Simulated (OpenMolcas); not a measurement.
Rh4+ among 4 point charges of -2 e arranged as a tetrahedron (Td), 1.98 Å from the ion.
```
   1.1432    1.1432    1.1432  -2.00
   1.1432   -1.1432   -1.1432  -2.00
  -1.1432    1.1432   -1.1432  -2.00
  -1.1432   -1.1432    1.1432  -2.00
```

```json
{
  "Program": "OpenMolcas",
  "Method": "CASSCF",
  "Basis": "ANO-RCC-VTZP [7s6p4d2f1g]",
  "Scalar Hamiltonian": "DKH2, point nucleus",
  "Active space": "5 electrons in 5 orbitals (4d)",
  "State averaging": "2S+1 = 6 even, 1 root; 2S+1 = 4 even, 24 roots; 2S+1 = 2 even, 75 roots",
  "Spin-orbit coupling": "state interaction with AMFI integrals over the reference wave functions"
}
```

Question: What is the spin-free ground state (labels of Td)?

Answer: 6A1, 1-fold in its orbital part, 100 % from free-ion S terms; it has the highest spin that d5 allows.

Question: What are the lowest two levels with spin-orbit coupling?

Answer: A 6-fold level, then a 4-fold level Γ8 29178 cm-1 above it. Their leading multiplicities are 6 (99 %) and 4 (97 %).

Question: What is χT at 300 K, and how does it compare with the textbook value?

Answer: The lowest level has 2S+1 = 6, for which the spin-only value is χT = S(S+1) / 2 = 4.375 cm3 K/mol (g = 2). The computed 4.370 at 300 K differs by -0.005, through a little spin-orbit mixing out of the ground term, against the free-electron g of 2.0023, which raises it.

Question: Which ligand-field parameters describe the states?

Answer: A least-squares ligand-field fit to the states below 45000 cm-1, each weighted by its degeneracy and with a free common offset, gives 10Dq = -2543 cm-1 (negative for this site), B = 1001 cm-1 and C = 4076 cm-1 (C/B = 4.07), with an rms deviation of 28 cm-1. 

Without dynamic correlation the repulsion within the d shell is too large (B by tens of per cent), so at a given field states of lower spin stand too high. Point charges give a weaker field than real ligands, and real ions of this kind are as a rule low spin; the high spin found here belongs to the model. This is an electrostatic model: the charges have no orbitals. No measured value stands beside these numbers.
